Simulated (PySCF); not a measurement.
Unknown compound

An unknown has the formula C₆H₅F₃O. Its calculated NMR data are:

1H NMR (400 MHz, computed): δ 4.97 (m, 1H), 4.89 (m, 1H), 2.45 (s, 3H).

13C{1H} NMR (computed): δ 181.9 (C), 164.8 (C), 129.1 (C), 110.5 (C), 93.9 (CH2), 16.0 (CH3).

No solvent model, averaged over atoms made equivalent by symmetry, fast rotation or ring inversion, relativity neglected, single conformer. Shielding tensors at PBE0/pcSseg-1 (GIAO); geometry: GFN2-xTB; PySCF 2.14.

Shifts are taken against calculated references (same method and geometry level): 1H (σref 31.72), 13C (σref 186.93) against TMS.

Task: Which of these isomers gave the spectra?
A. C=C1OC(C)=C1C(F)(F)F
B. C=CC1(OC(F)(F)F)C=C1
C. FC1=C(C(F)F)CC=CO1

Result: A. 

- Rings plus π bonds: 3 (1 ring in the answer).
- 6 carbon signals for 6 carbons: no two carbons are equivalent.
- Carbon types of the structure: 4 × C, 1 × CH2, 1 × CH3, which accounts for all hydrogens.
- δC 181.9, 164.8: alkene carbon bearing oxygen; an sp2 carbon further deshielded by the attached heteroatom.
- δC 129.1: CF3 carbon; 3 electronegative neighbours deshield it.
- δC 110.5, 93.9: β carbon of an enol-ether or enamine type C=C; the O or N lone pair pushes π density onto this β carbon and shields it.
- δC 16.0: allylic methyl carbon; aliphatic region, no heteroatom directly attached.
- δH 4.97, 4.89: hydrogen on a β carbon of an enol-ether or enamine type C=C; lone-pair donation from O or N shields it, upfield of ordinary alkene protons.

The others: FC1=C(C(F)F)CC=CO1 would give 4 signals for carbon-bound and other non-exchanging H, not 3; C=CC1(OC(F)(F)F)C=C1 would give 5 carbon signals, not 6.

Splittings by 19F in the carbon and heteronuclear signals aren't shown, as no couplings were computed. Shifts are as computed. Against solution values, carbons near 30 ppm lie about +3 ppm off and those near 130 ppm about +5 ppm. Of 1211 compounds with measured shifts, 218 miss one by over three times the rms of a fit or turn the order of signals round; such compounds aren't used in these exercises. No couplings were computed; multiplicities are counted from neighbouring protons, with m where these are inequivalent, close in shift, in a saturated or five-membered ring or joined by F or P, and br s for small geminal =CH2 splittings.
